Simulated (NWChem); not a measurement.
System: ZrHOF$_{3}$; SMILES [OH][Zr]([F])([F])[F]

```xyz
6

Zr    -0.0004     0.0002    -0.0089
F     -0.6376    -1.6714    -0.6629
F      1.7504     0.3132    -0.6906
F     -1.1611     1.3889    -0.6029
O      0.0472    -0.0299     1.8899
H      0.0737    -0.0460     2.8461
```
Atoms are numbered in this order, from 1.

Program: NWChem. Coordinates come from a PBE0/def2-SVP optimisation. def2 effective core potentials on Zr; no spin-orbit coupling.

Question: Estimate the computed values for B3LYP/def2-SVP (core potentials). Quantities: highest occupied level (eV); orbital gap (eV); dipole (D).

Answer: 
```
Quantity                     Value
---------------------------  -----
highest occupied level (eV)  -9.76
orbital gap (eV)              9.03
dipole (D)                    2.78
```
